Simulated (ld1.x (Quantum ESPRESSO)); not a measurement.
**Br (Z = 35), RRKJ: configuration errors across variants**

Br, norm-conserving RRKJ (Kleinman–Bylander form), made with ld1.x (Quantum ESPRESSO) 7.5 (PBEsol, scalar-relativistic). Core [Ar], reference 3d10 4s1.75 4p5.25. Waves: 4p (bound): rc 1.45 bohr; 3d (bound): rc 0.85 bohr; 4s (bound): rc 1.40 bohr. Local part: the s channel. Core correction: none. rho0 = 0.005.

All-electron excitation energies from the reference (eV): (1) 3d10 4s2 4p5 -3.076; (2) 3d10 4s2 4p4 9.478; (3) 3d10 4s2 4p3 32.249; (4) 3d9 4s2 4p6 61.239; (5) 3d10 4s2 4p2 66.258; (6) 3d10 4s2 4p5.3 -5.037; (7) 3d10 4s2 4p1 112.323.

Tests that are not counted but printed errors over 1 eV. “local potential the d channel”: 3d9 4s2 4p6 (solver errors, printed error -3959 eV); 3d10 4s2 4p1 (converged, but collapsed or in another state, printed error -29.9 eV).

2 further variants failed, have other tests or another functional or relativity, and are left out.

A true bound ghost makes a file unfit for plane-wave use even where its test errors are small: the radial tests pick states by their node count and pass the ghost by. Where a test does run into it, the solver fails or the error is huge.

Errors AE − PS in meV (a dash: test not solved or not reliable):

```tsv
change	(1)	(2)	(3)	(4)	(5)	(6)	(7)	bound ghosts
base	+0.1	-3.3	-9.2	-1233	-11	+0.4	+10	none
wave 3d (bound): rc 0.85 bohr becomes 3d (bound): rc 1.04 bohr	+0.1	-3.3	-9.1	-672	-10	+0.4	+11	none
local potential the d channel	+0.3	-0.6	+5.1	–	+24	+1.0	–	s, p
```

**Question.** Give the same row for: core correction a·sin(br)/r model core inside 0.64 bohr.

**Answer.** +0.1, -2.9, -7.3, -1349, -6.5, +0.3, +14; bound ghosts: none.
